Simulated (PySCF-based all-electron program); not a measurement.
# CH₃ClZn, singlet: all-electron forces

All-electron Kohn–Sham DFT on the free molecule, computed near the basis limit with an in-house program on PySCF integrals; the spin-free Dirac equation, no spin–orbit coupling, spin-restricted. Forces are good to about 0.020 eV/Å. Atoms are numbered as listed.

Shape A:

```xyz
6

Zn    0.0000    0.0000    0.0000
C     0.0000    0.0000    1.9149
Cl    0.0000    0.0000   -2.0981
H     1.0308    0.0000    2.2921
H    -0.5154    0.8927    2.2920
H    -0.5154   -0.8927    2.2920
```

PBE forces:

```
atom      Fx      Fy  Fz (eV/Å)
 Zn1   0.000   0.000      0.029
  C2   0.000   0.000     -0.008
 Cl3   0.000   0.000     -0.010
  H4  -0.019   0.000     -0.004
  H5   0.009  -0.016     -0.004
  H6   0.009   0.016     -0.004
```

(1) What forces does r2SCAN give in shape A?

Shape B:

```tsv
atom	x (Å)	y (Å)	z (Å)
Zn	0.0000	0.0000	0.0000
C	0.0000	0.0000	2.1064
Cl	0.0000	0.0000	-2.0981
H	1.0308	0.0000	2.4836
H	-0.5154	0.8927	2.4835
H	-0.5154	-0.8927	2.4835
```

Against shape A, Zn1–C2 goes from 1.915 to 2.106 Å.

(2) What forces does PBE give in shape B?

(3) What forces does r2SCAN give in shape B?

Shape C:

```xyz
6

Zn    0.0000    0.0000    0.0000
C     0.0000    0.0000    1.7235
Cl    0.0000    0.0000   -2.0981
H     1.0308    0.0000    2.1006
H    -0.5154    0.8927    2.1005
H    -0.5154   -0.8927    2.1005
```

Against shape A, Zn1–C2 goes from 1.915 to 1.723 Å.

PBE forces:

```
atom      Fx      Fy  Fz (eV/Å)
 Zn1   0.000   0.000     -4.353
  C2   0.000   0.000      3.843
 Cl3   0.000   0.000     -0.057
  H4  -0.027   0.000      0.189
  H5   0.013  -0.023      0.189
  H6   0.013   0.023      0.189
```

(4) What forces does r2SCAN give in shape C?

Results:

(1) The forces move by 0.202 eV/Å (r.m.s. over the atoms) from PBE.

```
atom      Fx      Fy  Fz (eV/Å)
 Zn1   0.000   0.000     -0.009
  C2   0.000   0.000     -0.020
 Cl3   0.000   0.000      0.253
  H4  -0.248   0.000     -0.075
  H5   0.124  -0.215     -0.075
  H6   0.124   0.215     -0.075
```

(2) 

```csv
atom,Fx,Fy,Fz (eV/Å)
Zn1,0.000,0.000,1.897
C2,0.000,0.000,-1.379
Cl3,0.000,0.000,-0.019
H4,-0.001,0.000,-0.166
H5,0.000,0.000,-0.166
H6,0.000,0.000,-0.166
```

(3) The forces move by 0.205 eV/Å (r.m.s. over the atoms) from PBE.

```tsv
atom	Fx	Fy	Fz (eV/Å)
Zn1	0.000	0.000	1.854
C2	0.000	0.000	-1.383
Cl3	0.000	0.000	0.248
H4	-0.233	0.000	-0.240
H5	0.117	-0.202	-0.240
H6	0.117	0.202	-0.240
```

(4) The forces move by 0.200 eV/Å (r.m.s. over the atoms) from PBE.

```
atom      Fx      Fy  Fz (eV/Å)
 Zn1   0.000   0.000     -4.403
  C2   0.000   0.000      3.844
 Cl3   0.000   0.000      0.205
  H4  -0.254   0.000      0.118
  H5   0.127  -0.220      0.118
  H6   0.127   0.220      0.118
```
